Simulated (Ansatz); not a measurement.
`OCN[SiH2]Br` and `OCN[SiH2]F` differ in one element.

Ansatz, PBE0-D4/def2-TZVP geometries, multiplicity 1. Each molecule was computed in one conformer, which needn't be the lowest.

Scalar relativity is left out up to krypton.

```
                                          property  `OCN[SiH2]Br`
              HOMO–LUMO gap (PBE0/def2-TZVPP) / eV           7.92
             LUMO energy (ωB97M-V/def2-TZVPP) / eV           1.78
size of the dipole moment (ωB97M-V/def2-TZVPP) / D           2.93
               HOMO–LUMO gap (PBE/def2-TZVPP) / eV           5.65
           HOMO–LUMO gap (ωB97M-V/def2-TZVPP) / eV          11.80
               LUMO energy (B3LYP/def2-TZVPP) / eV          -0.07
```

**Question.** What does the change do to each property? (Estimate.)

**Answer.** Ansatz gave: 
```json
{"property": "HOMO–LUMO gap (PBE0/def2-TZVPP) / eV", "`OCN[SiH2]F`": "8.40", "shift": "0.48"}
{"property": "LUMO energy (ωB97M-V/def2-TZVPP) / eV", "`OCN[SiH2]F`": "2.14", "shift": "0.36"}
{"property": "size of the dipole moment (ωB97M-V/def2-TZVPP) / D", "`OCN[SiH2]F`": "1.29", "shift": "-1.64"}
{"property": "HOMO–LUMO gap (PBE/def2-TZVPP) / eV", "`OCN[SiH2]F`": "6.05", "shift": "0.40"}
{"property": "HOMO–LUMO gap (ωB97M-V/def2-TZVPP) / eV", "`OCN[SiH2]F`": "12.36", "shift": "0.56"}
{"property": "LUMO energy (B3LYP/def2-TZVPP) / eV", "`OCN[SiH2]F`": "0.29", "shift": "0.36"}
```

With PBE0 the HOMO falls by 0.10 eV and the LUMO rises by 0.38 eV, so the gap widens by about 0.48 eV. PBE moves the HOMO by -0.01 eV and ωB97M-V by -0.20 eV. Dipoles are sizes alone; their direction can turn.

B3LYP here is the variant with VWN-RPA as its local correlation; programs differ in this.

Spin–orbit coupling is left out; it splits and shifts lone-pair levels of the heavy atoms by tenths of an eV.
